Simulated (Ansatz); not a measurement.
A run for Ansatz (a first-principles code): R-r2SCANh/def2-TZVPP on F3Ta (SMILES [F][Ta]([F])[F]), 2S+1 = 1, a spin state set in the input, which need not be the lowest. Elements past Kr take the def2 small-core potentials; no spin–orbit coupling.

Ansatz 0.2 input:
```yaml
crystal:
  periodic: [false, false, false]
  atoms:
    - {symbol: Ta, position_ang: [-0.01445795, 0.01663090, -0.01394456]}
    - {symbol: F, position_ang: [1.76376495, -0.35838477, -0.34591094]}
    - {symbol: F, position_ang: [-0.76896922, -0.44408375, 1.60818475]}
    - {symbol: F, position_ang: [-1.03832549, 0.85280290, -1.30437340]}
basis:
  gaussian:
    orbitals: def2-TZVPP
hamiltonian:
  xc: {name: r2SCANh}
```

What total energy does the run end on?

-356.7230 hartree.

How many basis functions does it have, and what does it roughly cost on one machine?

149 functions; around 7 core-seconds (rough).
